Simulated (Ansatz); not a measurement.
CH10AlNSi2 (`[NH2][Al]([SiH3])[CH2][SiH3]`). Total charge 0; spin multiplicity 1. Geometry: relaxed with PBE0-D4/def2-TZVP. It is one conformer, not always the lowest.

```xyz
15

N    -1.595   -0.849   -0.998
Al    0.055   -0.425   -0.521
Si    1.750   -0.269   -2.284
C     0.397   -0.102    1.375
Si   -0.857    1.017    2.177
H    -1.890   -1.042   -1.941
H    -2.380   -0.915   -0.368
H     2.366    1.090   -2.329
H     1.198   -0.548   -3.641
H     2.868   -1.232   -2.058
H     1.400    0.316    1.507
H     0.382   -1.067    1.898
H    -2.216    0.412    2.090
H    -0.905    2.332    1.477
H    -0.574    1.282    3.615
```

(1) What is the dipole moment at B3LYP/def2-TZVPP? (Best estimate.)

(2) And with PBE, r2SCAN, ωB97M-V? (Estimate.)

(3) Give the Mulliken charges with B3LYP, r2SCAN, PBE in def2-TZVPP. (An estimate is asked.)

Answers

(1) Computed: 1.13 D, with components (-0.68, -0.89, 0.13) D in this frame, pointing from negative to positive charge.

(2) Computed: PBE 1.15 D, r2SCAN 1.15 D, ωB97M-V 1.13 D.

(3) The calculation gave: 
```
atom  B3LYP  r2SCAN    PBE
  N1  -0.41   -0.47  -0.39
 Al2   0.48    0.57   0.43
 Si3   0.04    0.03  -0.03
  C4  -0.39   -0.40  -0.34
 Si5   0.25    0.27   0.16
  H6   0.13    0.15   0.14
  H7   0.13    0.15   0.14
  H8  -0.06   -0.07  -0.04
  H9  -0.07   -0.07  -0.05
 H10  -0.07   -0.07  -0.05
 H11   0.11    0.09   0.11
 H12   0.09    0.08   0.10
 H13  -0.09   -0.09  -0.07
 H14  -0.08   -0.08  -0.06
 H15  -0.07   -0.08  -0.06
```

B3LYP here is the variant with VWN-RPA as its local correlation; programs differ in this.
